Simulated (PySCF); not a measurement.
# Potential energy of CsNa along the bond

Set-up: Cs def2-SVP with ECP46, Na def2-SVP; scalar-relativistic core potentials (PySCF 2.14). Energies in eV from Cs + Na in their ground configurations at the same level. State: ¹Σ⁺ (singlet), closed shell.

All columns are PBE0. A positive dipole means Cs(−)Na(+).

```
R (Å)  E (eV)  μ (D)  Mulliken charge on Cs (basis-dependent)  HOMO (eV)  LUMO (eV)  Mayer bond order  ⟨S²⟩
3.383  -0.437  -4.05                                     0.21      -3.09      -1.11              0.99  0.00
3.541  -0.508  -4.18                                     0.20      -3.06      -1.14              0.99  0.00
3.698  -0.549  -4.31                                     0.19      -3.02      -1.17              0.98  0.00
3.816  -0.565  -4.42                                     0.17      -3.00      -1.19              0.98  0.00
3.934  -0.570  -4.52                                     0.16      -2.98      -1.22              0.99  0.00
4.052  -0.566  -4.63                                     0.15      -2.95      -1.25              0.99  0.00
4.209  -0.548  -4.77                                     0.13      -2.93      -1.28              0.99  0.00
4.406  -0.512  -4.95                                     0.11      -2.89      -1.33              0.99  0.00
4.642  -0.455  -5.15                                     0.10      -2.86      -1.39              0.99  0.00
4.957  -0.363  -5.41                                     0.09      -2.81      -1.47              0.99  0.00
```

A fit through these points gives, at Re = 3.934 Å, μ = -4.52 D and dμ/dR = -0.902 D/Å; the reduced mass is 19.6 u.

**Question.** How strong is the fundamental in the double-harmonic approximation, I = 42.26·(dμ/dR)²/μred km/mol?

**Answer.** I = 42.26·(-0.902)²/19.6 = 1.75 km/mol at PBE0.

Closed-shell solutions of metal pairs were not tested for spin polarisation, which can lower them a little. Spin–orbit coupling is left out.
